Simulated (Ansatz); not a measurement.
CFGeO: where a starting geometry ends

The starting geometry of this gas-phase doublet was optimised with GFN2-xTB.

```xyz
4

C    -2.9470   -1.1087   -2.8466
F    -2.3158   -3.2323    0.0186
Ge   -3.4137   -3.7750   -1.3287
O    -3.1144   -2.1153   -2.2562
```

**Question.** Predict what it relaxes into with r2SCAN-D4/def2-SVP.

**Answer.** It loosens into FGe + CO, which stay close as a complex. Contacts that open: Ge3–O4 (1.92 → 2.80 Å).

The energy falls by 0.44 eV over 25 steps:

```csv
step,E − E(last) (eV)
1,0.438
4,0.028
6,0.009
9,0.002
12,0.001
14,0.001
17,0.000
20,0.000
22,0.000
25,0.000
```

Final geometry (Å):

```xyz
4

C    -2.8135   -0.8735   -2.8317
F    -2.3893   -3.2108    0.0065
Ge   -3.4140   -4.2257   -1.0057
O    -3.1741   -1.9212   -2.5820
```

The end wasn't checked by frequencies. Open shells are spin-unrestricted. Run with Ansatz 0.2.0, 78 s on 1 thread of Intel(R) Xeon(R) 6975P-C (Granite Rapids), with other jobs on the host.
